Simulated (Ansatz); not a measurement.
Start from `[SiH3][SnH3]` and change one atom or group to get `[SiH3][SnH2][SH]`.

Ansatz, PBE0-D4/def2-TZVP geometries, multiplicity 1. Each molecule was computed in one conformer, which needn't be the lowest.

Elements past krypton have def2 core potentials.

```csv
property,`[SiH3][SnH3]`
size of the dipole moment (ωB97M-V/def2-TZVPP) / D,0.27
HOMO–LUMO gap (ωB97M-V/def2-TZVPP) / eV,11.35
zero-point energy (PBE0-D4/def2-TZVP) / kJ/mol,116.6
HOMO energy (B3LYP/def2-TZVPP) / eV,-7.81
HOMO–LUMO gap (PBE/def2-TZVPP) / eV,6.07
LUMO energy (PBE/def2-TZVPP) / eV,-0.89
```

Task: Give the same properties after the change, and the shifts. (Estimate.)

Result: The calculation gave: 
```tsv
property	`[SiH3][SnH2][SH]`	shift
size of the dipole moment (ωB97M-V/def2-TZVPP) / D	1.52	1.25
HOMO–LUMO gap (ωB97M-V/def2-TZVPP) / eV	10.27	-1.08
zero-point energy (PBE0-D4/def2-TZVP) / kJ/mol	123.6	7.0
HOMO energy (B3LYP/def2-TZVPP) / eV	-6.93	0.88
HOMO–LUMO gap (PBE/def2-TZVPP) / eV	4.42	-1.65
LUMO energy (PBE/def2-TZVPP) / eV	-1.55	-0.66
```

With PBE0 the HOMO rises by 0.82 eV and the LUMO falls by 0.68 eV, so the gap narrows by about 1.50 eV. PBE moves the HOMO by 0.99 eV and ωB97M-V by 0.63 eV. The zero-point energy changes by 7.0 kJ/mol with +3 modes. Dipoles are sizes alone; their direction can turn.

B3LYP here is the variant with VWN-RPA as its local correlation; programs differ in this.
